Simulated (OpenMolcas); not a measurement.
## Ions of charge +3 along the 3d row with 6 ammonia ligands in octahedral coordination

```
Program             : OpenMolcas
Method              : SS-CASPT2, IPEA 0.25 Eh, imaginary shift 0.1 Eh
Spin-orbit coupling : state interaction with AMFI integrals over the reference wave functions
```

The d shell is active; CASPT2 correlates the ligand valence shells and the outer metal core. Anionic complexes are neutralised by point charges behind the ligands. Distances were set from a Shannon-type radius of the metal (high-spin where two are listed, low-spin for CN, NH3 and NCH) plus a fixed donor radius (NH3 1.42 Å). Ligand basis ANO-RCC-VDZP, DKH2 Hamiltonian. Energies in cm-1 above the lowest state or level, χT in cm3 K/mol. Spin-only χT is S(S+1) / 2 for the spin of the ground state.

```
 Ion  Shell  R (Å)   Metal basis  Ground state  First state of that spin  First gap with spin-orbit (degeneracies)  χT at 300 K  First state of another spin  Spin-only χT
Ti3+    3d1   2.09  ANO-RCC-VDZP      2S+1 = 2                        75                                 43 (2, 2)        0.462                                      0.375
 V3+    3d2   2.06  ANO-RCC-VDZP      2S+1 = 3                       220                                 67 (2, 2)        0.918               2S+1 = 1: 9890         1.000
Cr3+    3d3   2.04  ANO-RCC-VTZP      2S+1 = 4                     23810                                  0 (2, 2)        1.852              2S+1 = 2: 13780         1.875
Mn3+    3d4      2  ANO-RCC-VDZP      2S+1 = 3                       140                                150 (1, 2)        1.658               2S+1 = 5: 3600         1.000
```

The rows also differ in their metal basis, so part of each step comes from that.

Below the highest spin of the shell: Mn3+. χT departs most from the spin-only value for Mn3+, by +0.658 cm3 K/mol.

Roots that are degenerate in the reference are averaged as groups; the widest CASPT2 spread within a group is 280 cm-1 (the 2-fold group of multiplicity 1 near 97700 cm-1 above the lowest state of its run, Mn3+). Shifts and gaps below about the spread of the groups concerned are not significant. Over all roots computed the reference weight is 0.70 to 0.71 in Ti3+, 0.69 to 0.71 in V3+, 0.69 to 0.70 in Cr3+, 0.68 to 0.70 in Mn3+; a low but even weight reflects the number of correlated electrons. Ligand-to-metal charge-transfer states are missing. With one d shell and no ligand orbital active, 10Dq can be off by a tenth or more. An orbital doublet at a regular site is open to a Jahn-Teller distortion, which this geometry leaves out (holds for Ti3+; V3+). The least metal-like active orbital is 84 % on the metal (Löwdin) and no ligand orbital is active, so the numbers are rough (holds for Ti3+; V3+). With no ligand orbital active B as a rule stays too high, so bands that hang on it stand too high and its fall with covalency is understated (holds for V3+; Cr3+; Mn3+). Spin-orbit coupling mixes the spin-free states strongly: the lowest level takes only 51 % from its leading state, an unlabelled state of the same spin as most of the rest, which lies 143 cm-1 above the lowest spin-free state (holds for Mn3+). This shell can be high or low spin here, a state of another spin lies low, and with metal d orbitals alone active their balance is uncertain, so the ground spin may be wrong, although the usual error favours high spin (holds for Mn3+). No measured value stands beside these numbers; the geometry is a model, was not optimised and need not be the one that this ion takes.

A state without a sure symmetry label is named by its multiplicity alone.
